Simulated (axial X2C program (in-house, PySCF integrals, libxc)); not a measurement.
## CrBr⁺ at several levels of theory

All values were computed with an in-house all-electron X2C program for linear molecules (integrals from PySCF). Spin-free means the one-electron spin-free X2C Hamiltonian; two-component (2c) means X2C with spin–orbit coupling and atomic mean-field two-electron Coulomb and Gaunt terms, so the difference of the two also holds small scalar two-electron terms. Basis: Br dyall-cv3z [8s9p6d4f1g], Cr dyall-cv3z [9s10p6d3f2g] (cores contracted in-house); Gaussian nuclei, density fitting, unrestricted open shells. Masses: Br 78.918 u, Cr 51.941 u.

State, spin-free: M_S = 2, Λ = 1 (beyond evenly filled blocks: σα, π+α, δ+α, δ-α); electrons by block: σα: 14, σβ: 13, π+α: 7, π+β: 6, π-α: 6, π-β: 6, δ+α: 2, δ+β: 1, δ-α: 2, δ-β: 1. Fragments: Br + Cr+.

State, 2c: Ω = 1 (⟨Sz⟩ = 2.00, ⟨Lz⟩ = -1.00 at PBE0); electrons by block: 1/2: 20, -1/2: 20, 3/2: 7, -3/2: 8, 5/2: 2, -5/2: 1. Fragments: Br + Cr+.

| Hamiltonian | level | Re (Å) | ωe (cm⁻¹) | ωexe (cm⁻¹) | Be (cm⁻¹) | De (eV) | μ (D) |
| --- | --- | --- | --- | --- | --- | --- | --- |
| spin-free | PBE0 | 2.255 | 336.4 | 1.45 | 0.1058 | 2.04 | 7.50 |
| spin-free | HF | 2.324 | 350.8 | n/a | 0.09966 | 0.758 | 10.74 |
| spin-free | MP2 | 2.259 | 366.6 | 0.807 | 0.1054 | 1.55 | n/a |
| spin-free | CCSD | 2.257 | 369.1 | 0.809 | 0.1056 | 1.54 | n/a |
| spin-free | CCSD(T) | 2.255 | 367.9 | 0.793 | 0.1059 | 1.70 | n/a |
| spin-free | TPSSh | 2.257 | 330.6 | 1.34 | 0.1057 | 2.31 | 7.24 |
| 2c | PBE0 | 2.261 | 330.3 | 1.48 | 0.1053 | 2.01 | 7.38 |
| 2c | HF | 2.324 | 350.5 | n/a | 0.09968 | 0.618 | 10.69 |
| 2c | MP2 | 2.258 | 367.2 | 0.817 | 0.1055 | 1.43 | n/a |
| 2c | CCSD | 2.258 | 369.1 | 0.805 | 0.1056 | 1.44 | n/a |
| 2c | CCSD(T) | 2.256 | 367.2 | 0.799 | 0.1058 | 1.60 | n/a |
| 2c | TPSSh | 2.262 | 326.0 | 1.34 | 0.1052 | 2.33 | 7.16 |

Correlated methods: 12 electrons correlated (number of frozen shells: Br 3 s, 2 p, 1 d; Cr 3 s, 2 p), 278 virtual spin orbitals or spinors in MP2, 90 natural virtuals in coupled cluster.

Dipoles are positive if Cr is the positive end and refer to the centre of mass.

The state is one determinant whose occupation by symmetry is held fixed; it was picked as the lowest of a PBE0 search that is not exhaustive. De is counted from the lowest determinant-based energies of the atoms at the same level, without counterpoise correction. Density functionals use the spin component along the axis (collinear). CCSD and (T) use frozen natural virtuals with an MP2 correction for the truncation; (T) itself is uncorrected, so its De runs slightly low. Other states lie close and PBE0, whose exact exchange favours high spin, may order them wrongly; the determinant shown need not be the ground state. The nearest other spin-free determinant of the search, M_S = 2, Λ = 0, lies 0.014 eV up at the distance of the search. Without a current term, density functionals place determinants with orbital angular momentum somewhat too high. With several unpaired electrons one determinant need not be a pure state. Open-shell Ω = 0 determinants with evenly filled partner blocks cannot be reached by this program, so the Ω shown need not be the lowest component. Some points did not converge and are left out. The determinant is spin-polarised beyond a pure state at some levels (its spin-free form has ⟨S²⟩ too high), which makes Re and μ there less reliable. The T1 diagnostic is large, a sign of multireference character. The stretched end of a curve changes character and is left out.

Rough cost a point (2c) on 1 thread(s) of a shared host, integrals apart: PBE0 0.7 s, HF 0.5 s, CCSD(T) 5 s, TPSSh 1 s.

The whole task took 3.1 min on 1 thread of Arm Neoverse V2, with other jobs on the host.
